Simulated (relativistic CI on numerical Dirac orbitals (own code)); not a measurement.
## Tl⁵²⁺: sensitivity of the levels to the model

Base calculation: Dirac-Coulomb-Breit CI, separate exchange-only KLI orbitals for each configuration, QED by a radiative potential, unscaled Slater integrals.

Configurations in the expansion (outside the closed core [Ar]): 3d10 4s, 3d10 4p, 3d10 4d, 3d10 4f, 3d10 5s, 3d10 5p, 3d10 5d, 3d10 5f, 3d10 5g, 3d10 6s, 3d10 6p, 3d9 4s2, 3d10 6d, 3d10 6f, 3d9 4s 4p, 3d10 7s, 3d9 4s 4d, 3d10 8s, 3d9 4s 4f, 3d9 4s 5s, 3d9 4s 5p, 3d9 4s 5d, 3d9 4s 5f. Double excitations out of closed p, d and f shells are left out; levels of such configurations are missing from the list, as are those of other unlisted configurations, and high levels can miss mixing partners.

The lowest level and the first level of each name with at least 55 % of one term (blank where a level has no safe partner in the second run):

| Level | Base (eV) | Shift (eV) |
| --- | --- | --- |
| 3d10 4s 2S_1/2 | 0.00 | 0.00 |
| 3d10 4p 2P°_1/2 | 115.32 | +0.09 |
| 3d10 4p 2P°_3/2 | 278.77 | +0.09 |
| 3d10 4d 2D_3/2 | 453.03 | +0.15 |
| 3d10 4d 2D_5/2 | 487.60 | +0.15 |
| 3d10 4f 2F°_5/2 | 672.45 | +0.50 |
| 3d10 4f 2F°_7/2 | 681.89 | +0.50 |
| 3d10 5s 2S_1/2 | 1261.28 | -0.25 |
| 3d10 5p 2P°_1/2 | 1317.75 | -0.21 |
| 3d10 5p 2P°_3/2 | 1395.03 | -0.21 |
| 3d10 5d 2D_3/2 | 1478.54 | -0.19 |
| 3d10 5d 2D_5/2 | 1495.37 | -0.19 |
| 3d10 5f 2F°_5/2 | 1577.74 | +0.48 |
| 3d10 5f 2F°_7/2 | 1583.13 | +0.48 |

At this charge energies of transitions that change n are usually good to better than 1 %, and those within a shell (Δn = 0) to a few per cent.

(1) One thing was changed in a second run, which moved the levels as shown. Which?
A. Breit term removed
B. QED terms removed
C. P86 correlation estimate
D. configuration mixing switched off

Results:

(1) C. P86 correlation estimate. A correlation estimate moves all levels of a configuration together before mixing; mixed levels move by a weighted share.

LS names give the leading component of a level, which can be under half, so a name can repeat, a term be missing and a line seem to break the LS rules.
